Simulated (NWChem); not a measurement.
K cation

All runs: NWChem.

**Question.** Predict the results for PBE/3-21G. Quantities: highest occupied level (eV); orbital gap (eV).

**Answer.** 
- highest occupied level (eV): -24.93
- orbital gap (eV): 19.08
